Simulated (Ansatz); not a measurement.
Relaxation of C₂H₇FSeSi₂ (13 atoms, charge 0, multiplicity 1), to a largest force component of 0.02 eV/Å in at most 50 steps.

Level of theory: RHF/def2-SVP (Ansatz 0.2.0).

```xyz
13
Properties=species:S:1:pos:R:3
F 2.076 1.412 -0.820
C 1.433 0.309 -0.328
Se 1.991 0.026 1.514
Si -0.132 0.323 1.660
C -0.082 0.498 -0.193
Si -1.088 -0.801 -1.051
H 3.411 -0.527 1.653
H -0.860 -0.898 2.081
H -0.562 1.586 2.379
H -0.406 1.522 -0.462
H -0.896 -0.700 -2.480
H -2.494 -0.629 -0.719
H -0.698 -2.120 -0.616
```

Problem. Where does it end, and by what steps?

Solution. The run converged. After 22 steps the energy has fallen by 4.369 eV; Se3 moved furthest, 1.58 Å. Parted: C2–Se3.

```json
{"step": "0", "energy less start (eV)": "0.0000", "largest force component (eV/Å)": "5.106", "accepted": "yes"}
{"step": "1", "energy less start (eV)": "-1.3517", "largest force component (eV/Å)": "2.504", "accepted": "yes"}
{"step": "2", "energy less start (eV)": "-2.0074", "largest force component (eV/Å)": "1.358", "accepted": "yes"}
{"step": "3", "energy less start (eV)": "-2.6012", "largest force component (eV/Å)": "1.496", "accepted": "yes"}
{"step": "4", "energy less start (eV)": "-3.2441", "largest force component (eV/Å)": "1.519", "accepted": "yes"}
{"step": "5", "energy less start (eV)": "-3.7968", "largest force component (eV/Å)": "0.890", "accepted": "yes"}
{"step": "6", "energy less start (eV)": "-4.1204", "largest force component (eV/Å)": "0.643", "accepted": "yes"}
{"step": "7", "energy less start (eV)": "-4.2148", "largest force component (eV/Å)": "0.651", "accepted": "yes"}
{"step": "8", "energy less start (eV)": "-4.2685", "largest force component (eV/Å)": "0.455", "accepted": "yes"}
{"step": "9", "energy less start (eV)": "-4.3162", "largest force component (eV/Å)": "0.235", "accepted": "yes"}
{"step": "10", "energy less start (eV)": "-4.3350", "largest force component (eV/Å)": "0.075", "accepted": "yes"}
{"step": "11", "energy less start (eV)": "-4.3475", "largest force component (eV/Å)": "0.131", "accepted": "yes"}
{"step": "12", "energy less start (eV)": "-4.3539", "largest force component (eV/Å)": "0.225", "accepted": "yes"}
{"step": "13", "energy less start (eV)": "-4.3588", "largest force component (eV/Å)": "0.148", "accepted": "yes"}
{"step": "14", "energy less start (eV)": "-4.3635", "largest force component (eV/Å)": "0.047", "accepted": "yes"}
{"step": "15", "energy less start (eV)": "-4.3646", "largest force component (eV/Å)": "0.108", "accepted": "yes"}
{"step": "16", "energy less start (eV)": "-4.3650", "largest force component (eV/Å)": "0.167", "accepted": "yes"}
{"step": "17", "energy less start (eV)": "-4.3672", "largest force component (eV/Å)": "0.054", "accepted": "yes"}
{"step": "18", "energy less start (eV)": "-4.3676", "largest force component (eV/Å)": "0.036", "accepted": "yes"}
{"step": "19", "energy less start (eV)": "-4.3680", "largest force component (eV/Å)": "0.028", "accepted": "yes"}
{"step": "20", "energy less start (eV)": "-4.3685", "largest force component (eV/Å)": "0.029", "accepted": "yes"}
{"step": "21", "energy less start (eV)": "-4.3687", "largest force component (eV/Å)": "0.026", "accepted": "yes"}
{"step": "22", "energy less start (eV)": "-4.3688", "largest force component (eV/Å)": "0.018", "accepted": "yes"}
```

```xyz
13
Properties=species:S:1:pos:R:3
F 1.999 0.811 -1.514
C 1.416 -0.140 -0.852
Se 1.925 1.040 2.728
Si 0.211 -0.014 1.629
C 0.188 0.365 -0.247
Si -1.291 -0.544 -1.081
H 2.978 0.215 2.152
H 0.268 -1.471 1.842
H -1.019 0.555 2.217
H 0.046 1.444 -0.399
H -1.222 -0.362 -2.547
H -2.528 0.083 -0.563
H -1.279 -1.983 -0.746
```

Time of the run: 2.6 min on 2 threads of Arm Neoverse N1, on a shared host, peak memory 0.45 GiB.
